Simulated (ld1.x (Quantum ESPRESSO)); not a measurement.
O (Z = 8): one change to a TM potential, before and after

oxygen, norm-conserving Troullier–Martins (Kleinman–Bylander form), made with ld1.x (Quantum ESPRESSO) 7.5 (LDA (PZ), scalar-relativistic). Core [He], reference 2s2 2p4. Waves: 2p (bound): rc 0.95 bohr; 2s (bound): rc 0.75 bohr. Local part: the s channel. Core correction: Bessel-smoothed model core inside 0.35 bohr.

Change: all radii but the core radius scaled by about 0.88 (s 0.66, p 0.84 bohr).

Cutoffs: the cutoffs (Ry, on a coarse ladder) from which the occupation-weighted sum of valence levels, in a spherical-Bessel basis at the reference potential, stays within 10 and 1 mRy of its value at 400 Ry; they do not see the model core or the augmentation charge, which bear on the density cutoff. Errors are all-electron minus pseudo energies relative to the spin-unpolarised reference configuration.

**Question.** How do hardness, ghosts and transferability respond?

**Answer.** The potential gets harder (140 Ry and 230 Ry → 160 Ry and 300 Ry); of the 9 tests that both files solve, the error grows in 2 and shrinks in 6 by more than 15 % and 0.3 meV (median size 7.9 → 6.5 meV); neither file shows a bound ghost. A smaller radius makes the pseudo-wave follow the all-electron one further in, where it bends more sharply, so more plane waves are needed.

```tsv
quantity	base	changed
cutoff, loose	140 Ry	160 Ry
cutoff, tight	230 Ry	300 Ry
loose cutoff by channel (10 mRy a level)	p 100 Ry, s 70 Ry	p 120 Ry, s 70 Ry
bound ghosts	none	none
error for 2s2 2p3, meV [ΔE 16.58 eV]	-0.8	-1.3
error for 2s2 2p2, meV [ΔE 50.29 eV]	+7.5	-0.1
error for 2s2 2p1, meV [ΔE 104.26 eV]	+63	+25
error for 2s1 2p4, meV [ΔE 31.42 eV]	+4.9	+6.2
error for 2s0 2p6, meV [ΔE 29.23 eV]	+33	+27
error for 2s1 2p5, meV [ΔE 14.58 eV]	+7.9	+6.5
error for 2s2 2p4.3, meV [ΔE -2.17 eV]	+0.2	+0.2
error for 2s2 2p4 (spin-polarised), meV [ΔE -1.41 eV]	+17	+11
error for 2s2 2p3 (spin-polarised), meV [ΔE 12.57 eV]	+50	+32
```
